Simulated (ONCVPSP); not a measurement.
# Varying the ONCV potential for rhodium (Rh)

Base potential:

* Element: Rh
* Generator: ONCVPSP 4.0.1
* Type: optimised norm-conserving Vanderbilt (ONCV)
* Functional: LDA (Perdew-Wang 92)
* Relativity: scalar-relativistic
* Frozen core: [Ar] 3d10
* Valence charge: 17
* Reference configuration: 4s2 4p6 4d6 (charge +3)
* Partial waves: 4s: rc 1.65 bohr, ncon 5, nbas 8, qcut 7.8 1/bohr, 2 projectors, debl 0.4 Ha; 4p: rc 1.40 bohr, ncon 4, nbas 7, qcut 9.3 1/bohr, 2 projectors, debl 1.8 Ha; 4d: rc 1.50 bohr, ncon 4, nbas 8, qcut 12.1 1/bohr, 1 projector
* Local potential: polynomial inside 1.15 bohr (lpopt 4, dvloc0 1 Ha)
* Core correction: Teter function, fcfact 5.75, rcfact 1.05

In the s channel the program set the typed energies aside and used -4.358, 0.050 Ha. In the p channel the program set the typed energies aside and used -3.167, 0.250 Ha.

Cutoffs, loose and tight: the cutoffs (Ha) at which the residual kinetic energy of the hardest occupied pseudo-wave falls to 1 and 0.1 mHa per electron. They do not see the model core or the augmentation charge, which bear on the density cutoff. Test errors are all-electron minus pseudo excitation energies from the reference, over the configurations 4s2 4p6 4d8 5s1; 4s2 4p6 4d8; 4s2 4p6 4d7; 4s2 4p6 4d8 5s0.5. A dash means not determined; rows that change the core or the reference have their own tests.

| change | outcome | cutoff, loose | cutoff, tight | bound ghosts | GHOST(+) flags above zero | largest test error (meV) |
| --- | --- | --- | --- | --- | --- | --- |
| base | generated, projector energies reset by the program | 33 Ha | 42 Ha | none | none | +16 |
| p: qcut 5.8 | generated, projector energies reset by the program | 33 Ha | 66 Ha | none | none | +17 |
| p: qcut 6.9 | generated, projector energies reset by the program | 33 Ha | 63 Ha | none | none | +17 |
| p: qcut 7.8 | generated, projector energies reset by the program | 33 Ha | 42 Ha | none | none | +17 |
| p: qcut 8.9 | generated, projector energies reset by the program | 33 Ha | 42 Ha | none | none | +16 |
| p: qcut 9.8 | generated, projector energies reset by the program | 33 Ha | 42 Ha | none | none | +16 |
| p: qcut 10.9 | generated, projector energies reset by the program | 36 Ha | 43 Ha | none | none | +16 |
| p: qcut 11.8 | generated, projector energies reset by the program | 40 Ha | 48 Ha | none | none | +16 |
| p: qcut 12.8 | generated, projector energies reset by the program | 48 Ha | 58 Ha | none | none | +15 |

What comes out with this change to the base: p: qcut 13.8?

outcome: generated, projector energies reset by the program; cutoff, loose: 44 Ha; cutoff, tight: 53 Ha; bound ghosts: none; GHOST(+) flags above zero: none; largest test error (meV): +16.

Reading the sweep of the qcut of the p channel (base included, trends over the rows without a ghost): The loose cutoff is not monotonic: lowest 33 Ha at 5.8 1/bohr, highest 48 Ha at 12.8 1/bohr. The median size of the test errors (rows with all tests solved) stays near 15.9 meV.
